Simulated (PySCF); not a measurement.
**Correlation energy of Sn³¹⁺ (tin, charge +31)**

[Ar] 3d1, 2D determinant. Computed with PySCF 2.14 in an uncontracted even-tempered set (18 s from 4.4 bohr⁻², ratio 2.5; 12 p from 5.7 bohr⁻², ratio 2.5; 8 d from 5.7 bohr⁻², ratio 2.5; 4 f from 20 bohr⁻², ratio 2.7; 3 g from 30 bohr⁻², ratio 2.7), with the spin-free X2C one-electron Hamiltonian (Gaussian nucleus). Frozen: [Ne]; 9 electrons correlated; the 30 highest virtual orbitals of each spin left out.

```json
{"level": "CCSD", "correlation energy (mhartree)": "-481.65"}
{"level": "(T)", "correlation energy (mhartree)": "-3.68"}
{"level": "CCSD(T)", "correlation energy (mhartree)": "-485.33"}
```

Diagnostics: T1 = 0.00049, D1 = 0.0009, largest double amplitude 0.033.

Spin-orbit coupling, absent here, splits the open shell strongly.

Cost of the coupled-cluster step: 67 s of wall time on 1 thread of Intel(R) Xeon(R) Platinum 8488C (shared host), for 9 correlated electrons.

At this charge the one-electron X2C treatment keeps the bare 1/r₁₂, with no two-electron picture change or Breit term. The effect here is smaller than on the frozen 1s shell; and a scalar Hamiltonian misses the large spin-orbit splitting of the p shells, which matters for ns² → np² pairs.
